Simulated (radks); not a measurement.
Charge is removed step by step from the 5p down level of neutral osmium, starting from [Kr] 4d10 4f14 5s2 5p(up 3, down 3) 5d6 6s2. All-electron calculation, scalar-relativistic Kohn-Sham, PBE, spin-polarised, spherical densities, point nucleus; open shells are filled with parallel spins first (spin-orbit coupling, left out, can overturn this in heavy ions). Program: a radial shooting solver on a logarithmic mesh with Libxc functionals.

| removed (e) | E - E(0) (eV) | eigenvalue (eV) | E minus straight line (eV) |
|---|---|---|---|
| 0 | 0.000 | -49.441 | 0.000 |
| 0.1 | 4.992 | -50.528 | -0.521 |
| 0.2 | 10.095 | -51.639 | -0.933 |
| 0.3 | 15.309 | -52.775 | -1.232 |
| 0.4 | 20.639 | -53.934 | -1.417 |
| 0.5 | 26.085 | -55.114 | -1.484 |
| 0.6 | 31.650 | -56.314 | -1.433 |
| 0.7 | 37.336 | -57.534 | -1.261 |
| 0.8 | 43.145 | -58.772 | -0.966 |
| 0.9 | 49.079 | -60.027 | -0.546 |
| 1 | 55.139 | -61.300 | 0.000 |

Removing the whole electron costs 55.139 eV by Delta-SCF, against 49.441 eV from minus the eigenvalue at the starting occupation. Slater's transition state (half an electron removed) gives 55.114 eV. Integrating minus the eigenvalue over the occupation (Janak's theorem) gives 55.199 eV. In this scalar-relativistic scheme the density is built from large components alone, so the theorem holds only approximately. The mean slope of the eigenvalue, de/dn, is 11.9 eV per electron.
